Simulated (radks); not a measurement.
Species: Fe V. Configuration: [Ar] 3d(3/2: 3, 5/2: 1). Calculated with a radial shooting solver on a logarithmic mesh with Libxc functionals: Dirac Kohn-Sham, PBE, spin-unpolarised, spherical densities, finite nucleus; Fermi nuclear charge, rms radius 3.7377 fm.

Spin-orbit splittings of the eigenvalues, e(l+1/2) - e(l-1/2), with zeta = 2 splitting/(2l+1) and mean radii in bohr:

shell  occ.  splitting (eV)  zeta (eV)  <r> j=l-1/2  <r> j=l+1/2
2p        6           12.47      8.317       0.2334       0.2365
3p        6           1.639      1.093       0.8239       0.8320
3d        4          0.1990    0.07962       0.9197       0.9225
